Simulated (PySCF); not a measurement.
## UHF on Ge+ (germanium, charge +1)

Configuration: [Ar] 3d10 4s1 4p2, high-spin 4P determinant (an excited configuration). Computed with PySCF 2.14 in aug-cc-pwCVDZ-PP with ECP10MDF (6s5p4d1f, 48 functions), with scalar relativity through the core potential.

```
Total energy                                                  : -292.890143 hartree
One-electron energy                                           : -514.2417 hartree
Hartree (Coulomb) energy                                      : 244.9295 hartree
Exchange energy                                               : -23.5779 hartree
⟨S²⟩                                                          : 3.7517
⟨L²⟩                                                          : 2.015
Sum of ⟨r⟩                                                    : 19.40 bohr
Sum of ⟨r²⟩                                                   : 29.48 bohr²
Traceless quadrupole moment −½Σ⟨3z² − r²⟩ along its main axis : 3.08 e·bohr²
```

```json
{"shell": "3s α", "electrons": "1", "mean orbital energy (eV)": "-210.79", "spread (eV)": "0", "rms radius, mean of both spins (bohr)": "0.670"}
{"shell": "3s β", "electrons": "1", "mean orbital energy (eV)": "-209.99", "spread (eV)": "0", "rms radius, mean of both spins (bohr)": "0.670"}
{"shell": "3p α", "electrons": "3", "mean orbital energy (eV)": "-154.03", "spread (eV)": "0.050", "rms radius, mean of both spins (bohr)": "0.701"}
{"shell": "3p β", "electrons": "3", "mean orbital energy (eV)": "-153.50", "spread (eV)": "0.520", "rms radius, mean of both spins (bohr)": "0.701"}
{"shell": "3d α", "electrons": "5", "mean orbital energy (eV)": "-54.295", "spread (eV)": "0.346", "rms radius, mean of both spins (bohr)": "0.807"}
{"shell": "3d β", "electrons": "5", "mean orbital energy (eV)": "-53.934", "spread (eV)": "0.543", "rms radius, mean of both spins (bohr)": "0.807"}
{"shell": "4s α", "electrons": "1", "mean orbital energy (eV)": "-27.880", "spread (eV)": "0", "rms radius, mean of both spins (bohr)": "2.20"}
{"shell": "4p α", "electrons": "2", "mean orbital energy (eV)": "-17.132", "spread (eV)": "0", "rms radius, mean of both spins (bohr)": "2.67"}
```

Energies and moments cover only the electrons outside the core potential.
